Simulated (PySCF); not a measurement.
C7H9FO.
SMILES: `C=C1C[C@](F)(OC)C1=C`

The closed-shell SCF was solved with PySCF and density fitting under several settings on one GFN2-xTB geometry (grid level 2 and gas phase unless stated).

```csv
settings,basis functions,SCF cycles,E (Eh),HOMO (eV),LUMO (eV),dipole (D)
PBE0/pcSseg-1,198,14,-446.5968,-6.95,-1.39,1.48
PBE0/def2-SVPD,258,14,-446.3436,-6.99,-1.49,1.49
```

Problem. Estimate the rows for these settings: (1) mPW1PW91/6-311G**, damping 0.3 at the start, DIIS from the seventh cycle; (2) PBE/def2-SVP, start guess huckel.

Solution. 
```csv
settings,basis functions,SCF cycles,E (Eh),HOMO (eV),LUMO (eV),dipole (D)
"mPW1PW91/6-311G**, damping 0.3 at the start, DIIS from the seventh cycle",216,14,-447.1510,-6.90,-1.34,1.44
"PBE/def2-SVP, start guess huckel",171,19,-446.2808,-5.81,-2.16,1.31
```

Problem. Over all rows, what range does the HOMO–LUMO gap span?

Solution. From 3.65 eV to 5.56 eV.

Problem. Compare two rows with the functional PBE0: PBE0/pcSseg-1 and PBE0/def2-SVPD. Which energy is lower, and by how much?

Solution. PBE0/pcSseg-1 (198 functions) lies 0.2532 Eh or 159 kcal/mol below PBE0/def2-SVPD (258 functions). The smaller set gives the lower energy; the two sets aren't nested, so the variational bound doesn't order them by size.

Cycle counts include a coarse-grid stage where the run had one. All basis functions are spherical, in the Pople sets too.

Conformer computed: `[CH2:1]=[C:2]1[CH2:3][C@:4]([F:5])([O:6][CH3:7])[C:8]1=[CH2:9]`: C3–C4–O6–C7 68°.

One conformer stands for the species.
